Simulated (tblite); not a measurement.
Compound: C3H6BF3N2S.
Numbering: `[F:1][C:2]([F:3])([F:4])[S:5][B:6]1[NH:7][CH2:8][CH2:9][NH:10]1` (hydrogens: H11 on N7; H12, H13 on C8; H14, H15 on C9; H16 on N10)

Geometry (GFN2-xTB, Å), atoms numbered from 1 in this order:
```
atom  x, y, z in Å
F1     2.586    0.492    1.458
C2     2.849    0.525    0.142
F3     4.172    0.489    0.012
F4     2.448    1.734   -0.280
S5     2.072   -0.832   -0.766
B6     0.313   -0.479   -0.371
N7    -0.203    0.554    0.414
C8    -1.653    0.486    0.483
C9    -2.026   -0.746   -0.369
N10   -0.750   -1.252   -0.842
H11    0.239    1.304    0.914
H12   -1.984    0.371    1.521
H13   -2.099    1.402    0.081
H14   -2.547   -1.503    0.227
H15   -2.671   -0.470   -1.211
H16   -0.755   -2.067   -1.426
```

Computed values, GFN2-xTB/tblite, gas phase, harmonic and unscaled. Against measured fundamentals such values can be off by several per cent, at times by over 20. One conformer, not necessarily the lowest.

Harmonic wavenumbers (cm⁻¹): 29.1, 58.0, 99.0, 101.6, 158.8, 220.6, 270.8, 292.8, 406.0, 416.3, 436.9, 448.2, 479.6, 498.0, 499.9, 676.1, 683.5, 779.5, 861.3, 975.7, 998.5, 1020.8, 1056.7, 1080.5, 1083.3, 1084.8, 1159.7, 1171.6, 1201.4, 1235.0, 1264.8, 1282.3, 1411.1, 1422.5, 1484.3, 1500.3, 2886.6, 2904.8, 2924.0, 2933.9, 3529.9, 3536.4.

A = 2544, B = 691.4, C = 604.3 MHz; mass 170.030 u (most abundant isotopes); point group Cs, symmetry number 1.

Problem. Zero-point energy?

Solution. Half the sum of the wavenumbers: 23282 cm⁻¹ = 278.52 kJ/mol.

Problem. Entropy at 200 K, 1 bar (ideal gas, RRHO, classical rotation)?

Solution. Translation 164.61, rotation 120.93, vibration 91.19: S = 376.7 J/(mol K).

Problem. And Cp and H(200 K) − H(0)?

Solution. Cp = 124.68 J/(mol K), of which vibrations give 91.42 (their classical limit is 42 R = 349.2); H(200 K) − H(0) = 16.12 kJ/mol without the zero-point energy, 9.47 from vibrations.

Problem. How do the functions run with temperature in this model?

Solution. 
```tsv
T (K)	S (J/(mol K))	Cp (J/(mol K))	H − H(0) (kJ/mol)	G − H(0) (kJ/mol)	ln q(vib)
150	344.0	103.5	10.41	-41.20	3.84
250	406.7	145.0	22.86	-78.82	6.69
298.15	433.9	164.1	30.31	-99.07	8.02
400	487.4	200.6	48.93	-146.03	10.79
600	579.5	253.0	94.71	-252.99	15.98
900	691.5	298.1	178.06	-444.32	23.02
```

q(vib) and H(0) count from the zero-point level.

Problem. What must be added to the electronic energy to get the Gibbs energy at 200 K and 1 bar?

Solution. ZPE + [H(200 K) − H(0)] − T·S = 278.52 + 16.12 − 75.35 = 219.29 kJ/mol.

Hindered rotation and anharmonicity are outside this model. Other conformers, if any are populated, would add a mixing term that is left out.
